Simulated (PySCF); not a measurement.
A geometry optimisation on `OCCCO[C@@H]1COCO1`.

Method: PBE0-D3(BJ)/def2-SVP geometry optimisation, gas phase (PySCF 2.14.0). Start geometry: GFN2-xTB. A driver script takes a list of jobs; this job's settings line and coordinates (Å) are shown.

Input:
```
{"job": {"xc": "PBE0", "basis": "def2-SVP", "d3": "d3bj", "grid": 1, "kind": "geom"}, "charge": 0, "multiplicity": 1}
O      3.439428     1.184378    -1.096461
C      2.269759     0.818392    -0.406002
C      2.108894    -0.699303    -0.283382
C      0.857312    -1.066905     0.500326
O     -0.279352    -0.650643    -0.245556
C     -1.480474    -0.762713     0.448583
C     -2.613746    -0.269933    -0.481583
O     -3.159217     0.843840     0.190584
C     -2.172475     1.264870     1.084669
O     -1.554723     0.097117     1.558010
H      3.407294     0.806130    -1.982262
H      2.364507     1.268179     0.585105
H      1.380235     1.235038    -0.896333
H      2.037058    -1.136424    -1.282046
H      2.981697    -1.118084     0.219033
H      0.805125    -2.153801     0.660544
H      0.854023    -0.570411     1.478068
H     -1.616738    -1.788180     0.825557
H     -2.171833     0.019967    -1.441938
H     -3.402465    -1.006577    -0.629957
H     -2.633999     1.794144     1.919828
H     -1.430722     1.910304     0.576831
```

Problem. Give the output.

Solution. 
```
step   0  E = -535.74386818  max force = 0.012954
step   1  E = -535.74487202  max force = 0.003526
step   2  E = -535.74507092  max force = 0.001297
step   3  E = -535.74510756  max force = 0.000614
step   4  E = -535.74514115  max force = 0.001034
step   5  E = -535.74516606  max force = 0.001335
step   6  E = -535.74518661  max force = 0.000817
step   7  E = -535.74519965  max force = 0.000298
optimisation converged
```

Energies in Eh; «max force» is the largest Cartesian gradient component in Eh/bohr.

Problem. Give the first gradient maximum in eV/Å.

Solution. With 1 Eh/bohr = 51.422 eV/Å, 0.666 eV/Å.

Problem. How much energy does the optimisation release, in kJ/mol?

Solution. E(step 0) − E(last step) = 0.001331 Eh, which is 3.5 kJ/mol.

Summary of the converged run: final energy -535.74520 Eh after 7 steps; dipole 1.76 D.

Problem. Give the final coordinates.

Solution. 0.089 Å rms from the input after alignment:
```
atom  x, y, z in Å
O1     3.3524    0.7469   -1.7964
C2     2.2808    0.5753   -0.9080
C3     1.9479   -0.8888   -0.6617
C4     0.8448   -1.0910    0.3502
O5    -0.3488   -0.5358   -0.1595
C6    -1.4235   -0.6033    0.7138
C7    -2.6513    0.0010    0.0091
O8    -3.0104    1.1028    0.8047
C9    -1.8703    1.4273    1.5318
O10   -1.2598    0.2043    1.8461
H11    3.0708    0.4331   -2.6617
H12    2.5837    1.0459    0.0423
H13    1.3694    1.1049   -1.2453
H14    1.6460   -1.3623   -1.6132
H15    2.8566   -1.4090   -0.3180
H16    0.6983   -2.1691    0.5599
H17    1.1018   -0.6042    1.3089
H18   -1.5594   -1.6397    1.0751
H19   -2.3506    0.3023   -1.0103
H20   -3.5010   -0.6937   -0.0502
H21   -2.1551    1.9430    2.4601
H22   -1.1794    2.0620    0.9361
```

Cost: about 3 min of CPU time on one thread; the machine was shared, so the figure is rough.
Labels such as C1 count atoms from 1, the log's own numbers from 0.
